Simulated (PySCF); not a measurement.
# OsO3F2 at several levels of theory

Computed with PySCF 2.14.0 (density fitting, no spin-orbit coupling) at the geometry relaxed with B3LYP:

```xyz
6
OsO3F2 (singlet)
Os   -0.0056    0.0000    0.0000
O    -0.8590    0.0000    1.4744
O    -0.8590    0.0000   -1.4744
O     1.6981    0.0000    0.0000
F    -0.0047    1.8861    0.0000
F    -0.0047   -1.8861    0.0000
```

```tsv
level	basis	state	HOMO (eV)	gap (eV)	charge on Os1 (e)	dipole about the centre of mass (D)	largest force component (eV/Å)
B3LYP	Os def2-SVP with ECP60, O def2-SVP, F def2-SVP	singlet	-11.08	4.91	1.42	0.00	0.02
TPSSh	the same	singlet	-10.41	4.10	1.44	0.00	0.22
BLYP	the same	singlet	-9.35	3.09	1.24	0.00	1.64
CAM-B3LYP	the same	singlet	-12.68	7.74	1.42	0.00	1.10
B3LYP	Os def2-TZVP with ECP60, O def2-TZVP, F def2-TZVP	singlet	-11.12	4.94	1.64	0.00	0.27
B3LYP	Os x2c-SVPall, O x2c-SVPall, F x2c-SVPall	singlet	-11.20	4.71	1.13	0.00	0.78
```

Charges are Mulliken's, which hang on the basis. The relaxation used the grid (50, 194), these runs (75, 302) or, all-electron (x2c bases, spin-free X2C Hamiltonian), (99, 590).

What does revPBE with Os def2-SVP with ECP60, O def2-SVP, F def2-SVP give here?

state singlet, HOMO (eV) -9.43, gap (eV) 3.11, charge on Os1 (e) 1.28, dipole about the centre of mass (D) 0.00, largest force component (eV/Å) 1.22. Time: 10 s on 2 threads of Intel(R) Xeon(R) Platinum 8259CL CPU @ 2.50GHz (Skylake/Cascade Lake) (shared host), from an already converged density.

In the first row's basis the gap widens with exact exchange: 3.1 eV for BLYP, revPBE (none); 4.1 to 4.9 eV for TPSSh, B3LYP (a fixed share); 7.7 eV for CAM-B3LYP (rising or full at long range).
